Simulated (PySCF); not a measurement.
HO3S, SMILES O=S(=O)=[OH+], charge +1. Atoms are numbered in the order given.

```xyz
5

O     -1.3736     0.5164     0.0000
S     -0.0901    -0.0889     0.0000
O      0.3315    -1.4381     0.0000
O      1.1116     0.8703     0.0000
H      0.8843     1.8327     0.0000
```
Charge +1, spin multiplicity 1.

Coordinates come from a PBE0-D3(BJ)/def2-SVP optimisation. The isomer is the one that the SMILES or the coordinates give; other isomers of the formula were not compared.

The numbers are results of PBE0-D3(BJ)/def2-SVP in PySCF, not measurements.

Frequencies are harmonic and unscaled.

Task: Estimate the vibrational spectrum. (An estimate is asked for; the answer gives what the named calculation found.)

Result: 
```tsv
mode	ν (cm⁻¹)	IR (km/mol)	moving atoms (share of kinetic energy)
1	435	42.6	S 59 %, O 41 %
2	437	26.7	O 74 %, S 13 %, H 13 %
3	472	31.9	O 82 %, S 17 %
4	513	161.8	H 90 %, O 9 %
5	938	132.2	O 83 %, S 13 %
6	1087	92.9	H 78 %, O 21 %
7	1280	83.1	O 67 %, S 30 %
8	1562	108.0	O 52 %, S 47 %
9	3586	486.4	H 94 %
```
